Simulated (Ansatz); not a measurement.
Born–Oppenheimer molecular dynamics of CH2BClOS (7 atoms, charge 0, multiplicity 1). It starts from a relaxed structure.

All numbers below come from UKS B3LYP-D4/STO-3G (Ansatz 0.2.0).

```json
{
 "ensemble": "NVT, Langevin thermostat",
 "time step": "0.5 fs",
 "steps asked": "116",
 "set temperature": "3000 K",
 "friction": "0.01 /fs",
 "seed": "344417"
}
```

First frame:

```xyz
7
Properties=species:S:1:pos:R:3
O -0.187 0.052 1.525
B 0.158 -0.617 0.411
Cl 0.709 -2.326 0.463
C 0.037 0.229 -0.925
S -0.489 1.766 -0.703
H -0.449 1.003 1.108
H 0.283 -0.175 -1.925
```

Q: How far do the bonds stretch over the last three quarters of this one trajectory? (Pairs bonded in most of those frames.)

A: 
```json
{"bond": "O1–B2", "mean (Å)": "1.381", "spread (Å)": "0.110", "shortest": "1.20", "longest": "1.54"}
{"bond": "O1–H6", "mean (Å)": "1.074", "spread (Å)": "0.086", "shortest": "0.90", "longest": "1.29"}
{"bond": "B2–Cl3", "mean (Å)": "1.799", "spread (Å)": "0.032", "shortest": "1.75", "longest": "1.88"}
{"bond": "B2–C4", "mean (Å)": "1.586", "spread (Å)": "0.035", "shortest": "1.54", "longest": "1.65"}
{"bond": "C4–S5", "mean (Å)": "1.650", "spread (Å)": "0.069", "shortest": "1.55", "longest": "1.75"}
{"bond": "C4–H7", "mean (Å)": "1.108", "spread (Å)": "0.036", "shortest": "1.04", "longest": "1.19"}
```

Mean temperature of the second half: 1781 K. The mean temperature of the second half is 41 % below the set value. A run of 0.058 ps of so small a system gives no equilibrium averages. Limits of this set-up: minimal basis.

Run time: 12 min on 1 CPU thread of a shared host.
